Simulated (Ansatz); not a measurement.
`O[SiH2][SiH2]Cl` + PH₃ → `P[SiH2]Cl` + `O[SiH3]`  (cleavage of the Si–Si bond)

Isolated molecules relaxed with PBE0-D4/def2-TZVP in Ansatz; ΔE leaves out vibrations. CBS: MP2 limit from def2 TZ/QZ plus the TZ coupled-cluster correction, frozen cores. This one scheme is used for every species. Functionals use def2-TZVPP. HSE06 is defined as in plane-wave codes. One conformer a species, not always the lowest.

| level | ΔE (kcal/mol) | difference from CCSD(T)/CBS |
| --- | --- | --- |
| LDA (SPW92) | -4.5 | 1.9 |
| revPBE-D4 | -4.8 | 1.6 |
| B97M-V | -5.9 | 0.5 |
| HSE06-D4 | -5.3 | 1.1 |
| PBE-QIDH | -6.7 | -0.3 |
| revPBE | -5.0 | 1.4 |
| CAM-B3LYP | -5.9 | 0.5 |
| SCS-MP2/def2-TZVPP | -7.4 | -1.0 |
| SCS-MP2/def2-QZVPP | -7.6 | -1.2 |
| CCSD/CBS(def2) | -6.4 | 0.0 |
| CCSD(T)/CBS | -6.4 | 0 |

Largest T1 diagnostic among the species: 0.013.

At CCSD(T), def2-SVP lies +1.3 kcal/mol from the extrapolated value and def2-TZVPP +0.3 kcal/mol. Leaving LDA and LC-ωPBE aside and taking each functional with its dispersion term where it has one, the values, not all of them listed here, spread over 2.2 kcal/mol, from PBE-QIDH to PBE-D4.
